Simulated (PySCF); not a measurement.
MgFBr, SMILES [F][Mg][Br].

The structure is a stationary point at PBE0-D3(BJ)/def2-TZVP.

Calculation: PySCF with C-PCM-M06-2X/def2-SVP.

The values are the electrostatic part of the solvation free energy, E(continuum) − E(gas) at the gas-phase geometry, in a cavity of scaled van der Waals radii (PySCF's table); cavitation and dispersion terms are not included. A continuum can't describe solvent molecules that bind to the metal. In vacuum the orbital gap is 8.43 eV. The dipole moment in vacuum is 0.39 D.

Computed values in water (ε = 78.36), 1-octanol (ε = 9.86), N,N-dimethylformamide (ε = 37.22):
```json
[
 {"solvent": "water", "ε": "78.36", "ΔG(elec) (kcal/mol)": "-17.9", "dipole (D)": "0.33", "gap (eV)": "9.08"},
 {"solvent": "1-octanol", "ε": "9.86", "ΔG(elec) (kcal/mol)": "-16.1", "dipole (D)": "0.25", "gap (eV)": "9.02"},
 {"solvent": "N,N-dimethylformamide", "ε": "37.22", "ΔG(elec) (kcal/mol)": "-17.6", "dipole (D)": "0.32", "gap (eV)": "9.07"}
]
```
